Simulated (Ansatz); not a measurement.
Z-matrix (Å, degrees):
```
Ge
F 1 1.701
F 1 1.701 2 107.2
Br 1 2.237 2 111.7 3 122.6
F 1 1.701 2 107.2 3 -114.8
```

Charge 0, multiplicity 1.

Q: List the PBE/def2-TZVPP orbital energies in eV (Ansatz). (An estimate is asked.)

A: Computed: Occupied: -13090.23, -10807.50, -1683.35, -1517.74, -1517.65, -1517.65, -1340.63, -1194.07, -1194.06, -1194.06, -660.61, -660.61, -660.61, -230.14, -172.35, -172.07, -172.07, -165.48, -116.93, -116.91, -116.91, -69.01, -68.93, -68.93, -68.72, -68.72, -33.26, -33.26, -32.89, -32.69, -32.69, -30.28, -29.23, -29.23, -20.63, -14.96, -12.35, -12.35, -11.87, -10.71, -10.71, -10.37, -10.37, -10.12, -10.00, -8.47, -8.47. Lowest empty: -3.05, -0.07, -0.07, 0.74, 2.75, 4.29, 4.54, 4.54.
